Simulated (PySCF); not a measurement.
Telling isomers of C$_{7}$H$_{6}$FO$_{2}$P apart by NMR

- GFN2-xTB geometry
- σ from GIAO-PBE0/pcSseg-1
- code: PySCF 2.14
- one conformer, non-relativistic Hamiltonian, no solvent, equivalent nuclei averaged

Scale: 1H (31.72 ppm) and 13C (186.93 ppm) against TMS (reference shieldings calculated alike). Splittings of carbon signals by F and P are missing where no couplings were computed. Where no couplings were computed, multiplicities follow the n + 1 count of equivalent neighbours, and m marks all less simple cases (inequivalent or close neighbours, rings, F or P nearby). Shifts are as computed. Against solution values, carbons near 30 ppm lie about +3 ppm off and those near 130 ppm about +5 ppm (rms about the fit 2.1 ppm; single classes can miss by 10 ppm). Of 1328 compounds with measured shifts, 309 miss one by over three times the rms of a fit or turn the order of signals round; such compounds aren't used in these exercises. Signals without a measured value on file couldn't be tested in this way; 1H shifts scatter by 0.2 ppm about their fit, and single ones miss by 0.5 ppm.

(1) Tabulate the signals of `COC(=O)c1cccc(F)p1`, `CC1=C(F)[P@@]1(=O)c1ccco1` and their relative energies.

(2) What is the quickest way to tell COC(=O)c1cccc(F)p1 from CC1=C(F)[P@@]1(=O)c1ccco1?

Results:

(1) 
```tsv
SMILES	carbon types	δC	δH	E rel. (kcal/mol)
COC(=O)c1cccc(F)p1	3×C 3×CH 1×CH3	213.1, 172.3, 167.5, 138.3, 137.4, 130.0, 53.7	8.76 (m, 1H), 7.94 (m, 1H), 7.83 (m, 1H), 4.15 (s, 3H)	0.0
CC1=C(F)[P@@]1(=O)c1ccco1	3×C 3×CH 1×CH3	183.3, 154.6, 147.6, 146.2, 135.1, 119.5, 11.6	7.80 (m, 1H), 7.80 (m, 1H), 6.85 (m, 1H), 2.27 (m, 3H)	50.0
```

Energies are electronic energies at PBE0/pcSseg-1 on these geometries, without zero-point or thermal terms, each for the one conformer computed, which needn't be the lowest.

(2) Both give the same number of carbon signals, with the same numbers of each carbon type, so the positions decide. The first has a methyl carbon bonded to O (CH3) at 53.7 ppm, the second an allylic methyl carbon (CH3) at 11.6 ppm. Their most deshielded carbons lie at 213.1 and 183.3 ppm. In the proton spectra the most deshielded non-exchanging signals are 8.76 (m, 1H) and 7.80 (m, 1H).
